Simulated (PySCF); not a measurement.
The dipole of `O=C1C=C(F)C(=O)C(CF)=C1` from its density and from atomic charges.

Coordinates (GFN2-xTB, Å) and charges (e) from the PBE0/pcSseg-1 density (PySCF):

```json
{"atom": "O1", "x": "-1.460", "y": "-2.515", "z": "-1.022", "Mulliken": "-0.3378", "IAO": "-0.3736", "Hirshfeld": "-0.2066", "ESP-fitted": "-0.4675"}
{"atom": "C2", "x": "-1.104", "y": "-1.447", "z": "-0.573", "Mulliken": "+0.3241", "IAO": "+0.3599", "Hirshfeld": "+0.1466", "ESP-fitted": "+0.7504"}
{"atom": "C3", "x": "-2.067", "y": "-0.450", "z": "-0.073", "Mulliken": "-0.1637", "IAO": "-0.2249", "Hirshfeld": "-0.0623", "ESP-fitted": "-0.5519"}
{"atom": "C4", "x": "-1.654", "y": "0.721", "z": "0.421", "Mulliken": "+0.3235", "IAO": "+0.2745", "Hirshfeld": "+0.0979", "ESP-fitted": "+0.2687"}
{"atom": "F5", "x": "-2.529", "y": "1.621", "z": "0.874", "Mulliken": "-0.2453", "IAO": "-0.2330", "Hirshfeld": "-0.0571", "ESP-fitted": "-0.1427"}
{"atom": "C6", "x": "-0.228", "y": "1.128", "z": "0.514", "Mulliken": "+0.3248", "IAO": "+0.3319", "Hirshfeld": "+0.1427", "ESP-fitted": "+0.4201"}
{"atom": "O7", "x": "0.123", "y": "2.193", "z": "0.967", "Mulliken": "-0.3162", "IAO": "-0.3678", "Hirshfeld": "-0.1941", "ESP-fitted": "-0.4139"}
{"atom": "C8", "x": "0.728", "y": "0.113", "z": "0.003", "Mulliken": "-0.4765", "IAO": "-0.0404", "Hirshfeld": "-0.0005", "ESP-fitted": "+0.0414"}
{"atom": "C9", "x": "2.167", "y": "0.517", "z": "0.092", "Mulliken": "+0.3440", "IAO": "+0.0413", "Hirshfeld": "+0.0281", "ESP-fitted": "+0.0711"}
{"atom": "F10", "x": "2.998", "y": "-0.451", "z": "-0.394", "Mulliken": "-0.3218", "IAO": "-0.3133", "Hirshfeld": "-0.0987", "ESP-fitted": "-0.2143"}
{"atom": "C11", "x": "0.316", "y": "-1.061", "z": "-0.493", "Mulliken": "+0.0088", "IAO": "-0.1724", "Hirshfeld": "-0.0398", "ESP-fitted": "-0.4433"}
{"atom": "H12", "x": "-3.116", "y": "-0.704", "z": "-0.121", "Mulliken": "+0.1408", "IAO": "+0.1937", "Hirshfeld": "+0.0701", "ESP-fitted": "+0.2566"}
{"atom": "H13", "x": "2.346", "y": "1.430", "z": "-0.490", "Mulliken": "+0.1406", "IAO": "+0.1673", "Hirshfeld": "+0.0568", "ESP-fitted": "+0.1022"}
{"atom": "H14", "x": "2.449", "y": "0.704", "z": "1.135", "Mulliken": "+0.1406", "IAO": "+0.1673", "Hirshfeld": "+0.0569", "ESP-fitted": "+0.1007"}
{"atom": "H15", "x": "1.027", "y": "-1.789", "z": "-0.861", "Mulliken": "+0.1142", "IAO": "+0.1896", "Hirshfeld": "+0.0600", "ESP-fitted": "+0.2222"}
```

Form Σ q r in debye for every column and set it beside the full dipole.

The full density gives (0.37, 0.53, 0.21) D, 0.68 D in size; dipole vectors point from the negative to the positive end.

| scheme | μx | μy | μz | size (D) | share of the full size (%) | angle to the full dipole (°) |
| --- | --- | --- | --- | --- | --- | --- |
| Mulliken | 1.13 | 1.05 | 0.40 | 1.59 | 233 | 12 |
| IAO | 0.42 | 0.62 | 0.25 | 0.79 | 116 | 1 |
| Hirshfeld | 0.30 | 0.55 | 0.22 | 0.66 | 97 | 6 |
| ESP-fitted | 0.39 | 0.55 | 0.21 | 0.70 | 103 | 1 |

Which set comes closest?

Length of the difference vector: ESP-fitted 0.02 D, Hirshfeld 0.08 D, IAO 0.11 D, Mulliken 0.94 D. Closest: ESP-fitted. 

What is left for the Hirshfeld atoms' own dipoles?

The Hirshfeld atoms' densities add up to the full density, so μ = Σ q r + Σ (atomic dipoles). The atomic dipoles sum to (0.37, 0.53, 0.21) − (0.30, 0.55, 0.22) = (0.07, -0.02, -0.01) D, 0.08 D in size.

With the origin at the mean of the coordinates, (0.000, 0.001, -0.001) Å, which are the largest single terms, by size, of the Mulliken dipole along the direction of the full one?

O1 +4.98, O7 -3.14, C2 -2.97, C9 +2.67, F10 -1.81 D; all 15 atoms together +1.56 D. The single terms depend on the origin, their sum doesn't.

Give the size of the full dipole in other units.

0.68 D = 0.268 au = 0.142 e·Å = 2.28 × 10⁻³⁰ C·m.

The structure is a single GFN2-xTB conformer in the gas phase; no vibrational or solvent corrections.

These values come from a run that also computed NMR shieldings. On one thread of an Arm Neoverse V1, shared host, this took 40 s wall and 0.92 GiB of memory at its peak.

Conformer computed: `[O:1]=[C:2]1[CH:3]=[C:4]([F:5])[C:6](=[O:7])[C:8]([CH2:9][F:10])=[CH:11]1`: C6–C8–C9–F10 180°.
